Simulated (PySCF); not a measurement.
r2SCANh on Ga⁻ (gallium, charge -1), [Ar] 3d10 4s2 4p2, high-spin 3P determinant. Calculation: PySCF 2.14, in x2c-QZVPPall with one added diffuse shell each of s, p, d, f type (12s8p6d5f1g, 110 functions); the spin-free X2C one-electron Hamiltonian (Gaussian nucleus).

```
cycle= 1 E= -1943.86067578738  delta_E= -0.0165  |g|= 0.143  |ddm|= 0.175
cycle= 2 E= -1943.8576760517  delta_E= 0.003  |g|= 0.236  |ddm|= 0.12
cycle= 3 E= -1943.86312514459  delta_E= -0.00545  |g|= 0.00545  |ddm|= 0.0455
cycle= 4 E= -1943.86314549039  delta_E= -2.03e-05  |g|= 0.00593  |ddm|= 0.03
cycle= 5 E= -1943.86317603333  delta_E= -3.05e-05  |g|= 0.000978  |ddm|= 0.0162
cycle= 6 E= -1943.86317647579  delta_E= -4.42e-07  |g|= 7.69e-05  |ddm|= 0.00228
cycle= 7 E= -1943.86317648314  delta_E= -7.35e-09  |g|= 1.21e-05  |ddm|= 0.000488
cycle= 8 E= -1943.86317648331  delta_E= -1.77e-10  |g|= 1.47e-06  |ddm|= 0.000121
converged SCF energy = -1943.86317648331  <S^2> = 2.0051698  2S+1 = 3.0034446
```

Highest occupied orbital energy: 1.062 eV; ⟨L²⟩ = 2.01; populations by l: s 8.00, p 14.00, d 10.00, f 0.00.

(1) Can this result be used?

Answers

(1) With care. The calculation finished and met its thresholds. At r2SCANh the highest occupied level has a positive energy, so only the finite basis holds that electron; in a semilocal or global hybrid functional this comes from self-interaction and does not mean that the real anion is unbound.
